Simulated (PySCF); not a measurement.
Computed shifts of a molecule C₆H₅F, PBE/pcSseg-1 in PySCF, GIAO, gas phase, equivalent atoms averaged, in ppm (number of nuclei): ¹³C: 226.5 (1), 136.8 (1), 110.6 (1), 98.7 (1), 77.8 (1), 8.9 (1). ¹⁹F: -165.9 (1). ¹H: 6.24 (2), 2.53 (3). References: ¹³C against TMS (σ = 182.0 ppm); ¹⁹F against CFCl3 (σ = 133.6 ppm); ¹H against TMS (σ = 31.49 ppm), references at their B3LYP-D3(BJ)/def2-TZVP geometries, non-relativistic. The structure is a stationary point at B3LYP-D3(BJ)/def2-SVP. One conformer was computed; it need not be the lowest.

### Question
Which molecule gave these data?
A) C#CC(C)(F)C#C
B) C#C[C@H]1C=C(F)C1
C) C=C=C(F)C#CC
D) C#CC(=C)C(=C)F

### Answer
C, C=C=C(F)C#CC
